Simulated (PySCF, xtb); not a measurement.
CH7ClFNSi2, SMILES CN[SiH2][Si@@H](F)Cl.

GFN2-xTB (xtb) at its own geometry gives an orbital gap of 4.38 eV and a dipole moment of 3.54 D.

The structure is a stationary point at B3LYP-D3(BJ)/def2-SVP. The structure was generated by enumeration; whether it is a known compound was not checked. Other conformers were not sampled.

Task: What does M06-2X/def2-TZVP in PySCF give? (An estimate is asked for; the answer gives what the named calculation found.)

Result: gap 8.35 eV (levels -8.36 and -0.01 eV), dipole 3.21 D.
